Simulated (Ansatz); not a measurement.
Consider the redistribution: `[SiH3][NH][GaH][SiH3]` + `FBS` → `[F][GaH][SiH3]` + `[SiH3]NBS`.

Computed with Ansatz on PBE0-D4/def2-TZVP structures; ΔE is electronic, products minus reactants. CBS: MP2 limit from def2 TZ/QZ plus the TZ coupled-cluster correction, frozen cores. This one scheme is used for every species. Functionals use def2-TZVPP. For Ga outer-core shells are correlated without core-valence functions, which leaves a few kJ/mol of doubt a bond. Scalar relativity is left out up to krypton. Each species was taken in one conformer, which may not be the lowest.

| level | ΔE (kcal/mol) |
| --- | --- |
| PBE0-D4 | -5.0 |
| SCS-MP2/def2-TZVPP | -4.2 |
| CCSD/def2-TZVPP | -3.8 |
| CCSD/CBS(def2) | -3.7 |

What does CCSD(T)/CBS give? (An estimate is asked.)

Ansatz gave: -3.4 kcal/mol. The listed levels differ from it by -1.6, -0.8, -0.4, -0.3 kcal/mol.

Largest T1 diagnostic among the species: 0.014.

In def2-TZVPP, CCSD(T) changes the Hartree–Fock value by +2.3 kcal/mol (the triples alone add +0.3 kcal/mol) and MP2 by +2.0 kcal/mol.
